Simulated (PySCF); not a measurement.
Identify the unknown among the candidates.

All candidates are C6H7F3O2.

- 1H NMR: chemical shifts (computed TMS as zero) by class: 7.16 (1 H), 6.44 (1 H), 6.39 (1 H), 6.04 (1 H), 1.52 (3 H) ppm [GIAO PBE0/pcSseg-1]
- NMR, other nuclei: isotropic shieldings of nuclei other than C and H, by class: -62 (1 O), 118 (1 O), 267 (3 F) ppm [GIAO PBE0/pcSseg-1]
- 13C NMR: chemical shifts (computed TMS as zero) by class: 170.9 (1 C), 144.3 (1 C), 135.2 (1 C), 133.4 (1 C), 68.6 (1 C), 16.0 (1 C) ppm [GIAO PBE0/pcSseg-1]
- Dipole: 2.64 D [PBE0/pcSseg-1]
- Rotational structure: rotational constants A, B, C: 2.143, 0.626, 0.593 GHz [GFN2-xTB]

Electronic properties: PySCF, gas phase, density fitting. Levels stand in brackets. The structure is a single GFN2-xTB conformer in the gas phase; no vibrational or solvent corrections. Each NMR value is the plain mean over a class of atoms that symmetry, rotation or inversion makes alike.

Question: Which candidate is it?
A. `C=C(C)O/C=C/OC(F)(F)F`
B. `C[C@H]1OCC=C1OC(F)(F)F`
C. `FC(F)(F)[C@H]1OCC12COC2`
D. `C=CC(=O)O[C@H](C)C(F)(F)F`

Answer: D. It is `C=CC(=O)O[C@H](C)C(F)(F)F`. Numbering: `[CH2:1]=[CH:2][C:3](=[O:4])[O:5][C@H:6]([CH3:7])[C:8]([F:9])([F:10])[F:11]`. Its formula, C6H7F3O2, gives 2 degrees of unsaturation: 0 rings and 2 π bonds in the structure found. 6 carbons fall into 6 classes; from least to most shielded: ester carbonyl carbon [C3] (170.9 ppm), terminal =CH2 carbon [C1] (144.3 ppm), alkene CH carbon [C2] (135.2 ppm), CF3 carbon [C8] (133.4 ppm), sp3 carbon bound to oxygen [C6] (68.6 ppm), methyl carbon [C7] (16.0 ppm). Hydrogen classes from least to most shielded: 1 H on a terminal =CH2 carbon, C1 (7.16 ppm), 1 H on a terminal =CH2 carbon, C1 (6.44 ppm), 1 H on an alkene CH carbon, C2 (6.39 ppm), 1 H on an sp3 carbon bound to oxygen, C6 (6.04 ppm), 3 H on a methyl carbon, C7 (1.52 ppm). The other shieldings belong to: -62 ppm, ester carbonyl oxygen [O4]; 118 ppm, ester single-bonded oxygen [O5]; 267 ppm, fluorine of a CF3 group [F9/F10/F11]. The optimised geometry has point group C1 and is an asymmetric top.

The others, at the same levels:
- `C[C@H]1OCC=C1OC(F)(F)F` fails: its computed 13C shifts are 157.7 (1 C), 130.4 (1 C), 110.1 (1 C), 84.3 (1 C), 77.8 (1 C), 23.0 (1 C) ppm, 1H shifts are 5.41 (1 H), 5.17 (1 H), 5.11 (1 H), 5.06 (1 H), 1.34 (3 H) ppm and dipole moment is 1.04 D (against 2.64 D).
- `C=C(C)O/C=C/OC(F)(F)F` fails: its computed 13C shifts are 168.3 (1 C), 142.4 (1 C), 136.1 (1 C), 129.9 (1 C), 92.0 (1 C), 23.4 (1 C) ppm, 1H shifts are 7.12 (1 H), 6.73 (1 H), 4.39 (1 H), 4.30 (1 H), 1.99 (3 H) ppm and rotational constant A is 2.907 GHz (against 2.143 GHz).
- `FC(F)(F)[C@H]1OCC12COC2` fails: its computed 13C shifts are 133.5 (1 C), 87.2 (1 C), 83.8 (1 C), 82.5 (1 C), 78.2 (1 C), 45.9 (1 C) ppm, 1H shifts are 5.30 (1 H), 5.03 (1 H), 5.02 (1 H), 4.91 (1 H), 4.86 (1 H), 4.67 (1 H), 4.64 (1 H) ppm and rotational constant A is 1.875 GHz (against 2.143 GHz).

Each candidate is one conformer, not necessarily the lowest. Dipoles, sizes and rotational constants follow the conformer. The torsions of the flexible species, by atom-mapped SMILES:
- `[CH2:1]=[CH:2][C:3](=[O:4])[O:5][C@H:6]([CH3:7])[C:8]([F:9])([F:10])[F:11]`: C1–C2–C3–O4 -1°, C2–C3–O5–C6 -178°, C3–O5–C6–C7 -130°, O5–C6–C8–F9 -54°
- `[CH3:1][C@H:2]1[O:3][CH2:4][CH:5]=[C:6]1[O:7][C:8]([F:9])([F:10])[F:11]`: C5–C6–O7–C8 2°, C6–O7–C8–F9 180°
- `[CH2:1]=[C:2]([CH3:3])[O:4]/[CH:5]=[CH:6]/[O:7][C:8]([F:9])([F:10])[F:11]`: C1–C2–O4–C5 23°, C2–O4–C5–C6 -158°, C5–C6–O7–C8 -2°, C6–O7–C8–F9 -179°
- `[F:1][C:2]([F:3])([F:4])[C@H:5]1[O:6][CH2:7][C:8]12[CH2:9][O:10][CH2:11]2`: F1–C2–C5–O6 65°
